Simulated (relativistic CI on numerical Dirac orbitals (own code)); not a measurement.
# d3 in a ligand field

Computed with a parametric ligand-field model of a d^n configuration (Racah B and C, spin-orbit zeta, crystal field), exact diagonalisation.

Field parameters in Wybourne normalisation: Oh B⁴₀ = 21Dq, B⁴₄ = √(5/14) B⁴₀; Td as Oh with Dq negative (B⁴₀ = 21Dq, B⁴₄ = √(5/14) B⁴₀). The field is a parameter set, without covalency.

(1) Lowest levels for B = 910, C = 4310, ζ = 320 cm⁻¹, Td, 10Dq = -7650 cm⁻¹?

(2) Lowest levels for B = 600, C = 3060, ζ = 390 cm⁻¹, Td, 10Dq = -2100 cm⁻¹?

(3) Lowest levels for B = 560, C = 2100, ζ = 3400 cm⁻¹, Oh, 10Dq = 28300 cm⁻¹?

(4) Lowest levels for B = 470, C = 2100, ζ = 2400 cm⁻¹, Oh, 10Dq = 24650 cm⁻¹?

(5) Lowest levels for B = 1010, C = 4710, ζ = 570 cm⁻¹, Oh, 10Dq = 3300 cm⁻¹?

Results:

(1) Γ8 0 (S 1.50), Γ7 34 (S 1.50), Γ8 403 (S 1.50), Γ6 641 (S 1.50), Γ7 6756 (S 1.50), Γ8 6811 (S 1.50), Γ6 6970 (S 1.50), Γ8 6987 (S 1.50), Γ8 12235 (S 0.50) cm⁻¹, with S from ⟨S²⟩ = S(S + 1). The ground level has 1.91 electrons in the cubic e pair.

(2) Γ8 0 (S 1.50), Γ7 123 (S 1.50), Γ8 540 (S 1.50), Γ6 876 (S 1.50), Γ7 2048 (S 1.50), Γ8 2068 (S 1.50), Γ6 2313 (S 1.50), Γ8 2405 (S 1.50), Γ8 4382 (S 1.50) cm⁻¹, with S from ⟨S²⟩ = S(S + 1). The ground level has 1.81 electrons in the cubic e pair.

(3) Γ8 0 (S 1.44), Γ8 9675 (S 0.62), Γ8 11257 (S 0.53), Γ6 12162 (S 0.53), Γ7 18715 (S 0.60), Γ8 20376 (S 0.63), Γ7 28311 (S 1.46), Γ8 29043 (S 1.42), Γ8 29603 (S 1.43) cm⁻¹, with S from ⟨S²⟩ = S(S + 1). The ground level has 0.04 electrons in the cubic e pair.

(4) Γ8 0 (S 1.47), Γ8 9313 (S 0.57), Γ8 10228 (S 0.52), Γ6 10888 (S 0.53), Γ7 16874 (S 0.58), Γ8 17657 (S 0.60), Γ7 24416 (S 1.47), Γ8 24989 (S 1.45), Γ8 25470 (S 1.46) cm⁻¹, with S from ⟨S²⟩ = S(S + 1). The ground level has 0.03 electrons in the cubic e pair.

(5) Γ8 0 (S 1.50), Γ7 3196 (S 1.50), Γ8 3285 (S 1.50), Γ8 3467 (S 1.50), Γ6 3587 (S 1.50), Γ7 5601 (S 1.50), Γ8 5797 (S 1.50), Γ8 6364 (S 1.50), Γ6 6687 (S 1.50) cm⁻¹, with S from ⟨S²⟩ = S(S + 1). The ground level has 0.05 electrons in the cubic e pair.
